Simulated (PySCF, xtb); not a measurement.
Si(Cl)(Br)2(OH) (Br2ClHOSi), SMILES Br[Si](Br)(O)Cl.

GFN2-xTB run with xtb at its own geometry gives an orbital gap of 6.43 eV and a dipole moment of 6.31 D.

Geometry: PBE0-D3(BJ)/def2-SVP. This is a generated structure with no PubChem entry under its InChIKey; it may be hypothetical. One conformer was computed; it need not be the lowest.

Problem. What does PBE/def2-TZVP (PySCF) give? (The exact figures need the calculation; the answer reports its results.)

Solution. gap 5.63 eV (levels -7.38 and -1.75 eV), dipole 1.44 D.
